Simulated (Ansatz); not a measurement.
Computed with Ansatz (a program for electronic structure) with frozen-core CCSD(T)/cc-pVTZ // B3LYP-D3(BJ)/def2-TZVP.

Ansatz 0.2 input:
```yaml
crystal:
  periodic: [false, false, false]
  atoms:
    - { symbol: C, position_ang: [1.961517, 0.386265, 0.552712] }
    - { symbol: C, position_ang: [1.028035, -0.457738, 0.125173] }
    - { symbol: C, position_ang: [-0.062881, -0.126014, -0.832964] }
    - { symbol: Ge, position_ang: [-1.812962, 0.035464, 0.09113] }
    - { symbol: H, position_ang: [2.0088, 1.409044, 0.195588] }
    - { symbol: H, position_ang: [2.709615, 0.08304, 1.273001] }
    - { symbol: H, position_ang: [1.023029, -1.471611, 0.517579] }
    - { symbol: H, position_ang: [-0.175717, -0.903596, -1.591636] }
    - { symbol: H, position_ang: [0.129556, 0.818806, -1.343418] }
    - { symbol: H, position_ang: [-2.942079, 0.246122, -0.937366] }
    - { symbol: H, position_ang: [-1.769594, 1.230452, 1.059547] }
    - { symbol: H, position_ang: [-2.097319, -1.250232, 0.890649] }
basis:
  gaussian: { orbitals: cc-pVTZ }
correlation:
  method: ccsd_t
```

Output:

```
Functional definition: HF
1403 factors; integrals over basis functions are off by at most 9.6e-4 eV
mean field evaluation 1: about -59689.8542 eV, gradient 3.1e1 eV
mean field evaluation 2: about -59689.9995 eV, gradient 3.1e1 eV
mean field evaluation 4: about -59692.9565 eV, gradient 3.5e0 eV
mean field evaluation 8: about -59693.0018 eV, gradient 2.3e-1 eV
mean field evaluation 16: about -59689.8525 eV, gradient 3.1e1 eV
mean field -59693.00204430 eV, -2193.6773637581 hartree, gradient 1.9e-6 eV, S^2 0.000000; 0 other end points of the search recorded, 0 dependent functions left out
12 core orbitals not correlated
reference -59693.00204430 eV, -2193.6773637581 hartree; 17, 17 occupied and 216, 216 virtual orbitals, 1403 factors
second order -19.42935585 eV of doubles, -0.00000000 eV of singles
cycle   1  -20.00203487 eV  change   -5.7e-1 eV  update   1.0e-1
cycle   2  -20.61187502 eV  change   -6.1e-1 eV  update   3.1e-2
cycle   3  -20.70012311 eV  change   -8.8e-2 eV  update   1.3e-2
cycle   4  -20.69646781 eV  change    3.7e-3 eV  update   3.5e-3
cycle   5  -20.69698868 eV  change   -5.2e-4 eV  update   1.2e-3
cycle   6  -20.69694763 eV  change    4.1e-5 eV  update   3.5e-4
cycle   7  -20.69689591 eV  change    5.2e-5 eV  update   1.0e-4
cycle   8  -20.69692539 eV  change   -2.9e-5 eV  update   4.5e-5
cycle   9  -20.69692907 eV  change   -3.7e-6 eV  update   1.5e-5
perturbative correction -0.88546580 eV, -0.0325402680 hartree
Total energy: -59714.58443917 eV, -2194.4705021406 hartree
```

Cost: around 16 core-minutes (rough).
